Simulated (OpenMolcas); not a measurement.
## Al: effect of the active space

```
Program             : OpenMolcas 26.06
Method              : SS-CASPT2 or its RAS form, IPEA 0.25 Eh, imaginary shift 0.1 Eh
Basis               : ANO-RCC-VTZP
Scalar Hamiltonian  : DKH2, point nucleus
Spin-orbit coupling : RASSI with atomic mean-field integrals over the reference wave functions, term energies averaged over their components
```

A. 3 electrons in 4 orbitals (3s 3p); 2S+1 = 4 odd, 1 root (0 in the spin-orbit step); 2S+1 = 2 odd, 3 roots; 2S+1 = 4 even, 3 roots; 2S+1 = 2 even, 5 roots; closed shells correlated: 2s 2p; CASPT2 step about 1.1 core-seconds
B. 3 electrons in 8 orbitals (3s 3p 4s 4p); 2S+1 = 4 odd, 1 root (0 in the spin-orbit step); 2S+1 = 2 odd, 3 roots; 2S+1 = 4 even, 3 roots; 2S+1 = 2 even, 5 roots; closed shells correlated: 2s 2p; CASPT2 step roughly 2.4 core-seconds
C. 3 electrons in 9 orbitals (RAS2 3s 3p; RAS3 3d, at most 2 electrons); 2S+1 = 4 odd, 1 root (0 in the spin-orbit step); 2S+1 = 2 odd, 3 roots; 2S+1 = 4 even, 3 roots; 2S+1 = 2 even, 5 roots; closed shells correlated: 2s 2p; CASPT2 step roughly 5 core-seconds

Energies in cm⁻¹ above 3s² 3p ²P°_1/2, the measured ground level; measured values from NIST Handbook of Basic Atomic Spectroscopic Data.

```tsv
Level	A	B	C	Measured
3s² 3p ²P°_1/2	0.0	0.0	0.0	0.0
3s² 3p ²P°_3/2	103	84.2	106	112
3s 3p² ⁴P_1/2	26780	27290	27920	29020
3s 3p² ⁴P_3/2	26820	27330	27960	29067
3s 3p² ⁴P_5/2	26880	27390	28020	29143
3s 3p² ²D_3/2	40990	39790	38610	
3s 3p² ²D_5/2	40990	39810	38620
```

Deviations, from unrounded energies. A percentage is the sum of absolute deviations over the sum of measured energies, with the sign that they share, or ± where signs differ.

| Against measurement | Levels | A | B | C |
| --- | --- | --- | --- | --- |
| mean absolute deviation (cm-1) | 4 | 1700 | 1300 | 840 |
| fine structure of the ground term (%) | 1 | -7.9 | -24.9 | -5.2 |
| other configurations (%) | 3 | -7.7 | -6.0 | -3.8 |

C lies closest to measurement on these levels and A furthest from it. The largest miss of C in the table is 3s 3p² ⁴P_5/2, by -1100 cm-1. The ranking rests on the paired levels alone, and a cruder setting can come out closer through cancelling errors.

Among A to C the level of the table that moves most is 3s 3p² ²D_3/2, by 2400 cm-1 (lowest in C, highest in A). Moves below CASPT2's spread within the term are not significant.

Term energies are means over components that CASPT2 splits; among the terms shown or strongly mixed into the levels shown the widest spread is 30 cm-1 (3s 3p² ²D, B). Over all roots computed the reference weight is 0.91 to 0.98 in B; the roots of lowest weight are the least certain, and an intruder state may touch them. Terms of s pⁿ other than that of highest spin mix with s² pⁿ⁻² d, which this space lacks; all of them can be thousands of cm-1 off, and some have no real level of that name (holds for A; B). Active for correlation alone: 4p 4s; no level in the range computed is led by a configuration that fills them, so any true level of that kind is missing (holds for B). Active for correlation alone: 3d; no level in the range computed is led by a configuration that fills it, so any true level of that kind is missing (holds for C). Some terms mix strongly with configurations of 3d, whose occupation reaches 0.21 (3s 3p² ²D) (holds for C). Measured partners are found by configuration, term and J. A level has none where our copy of the source lacks it or the pairing is in doubt (some pairs that miss far off the trend of their configuration count as doubtful), and it then counts in no deviation. Levels of configurations outside the active space are missing.

° marks odd parity.
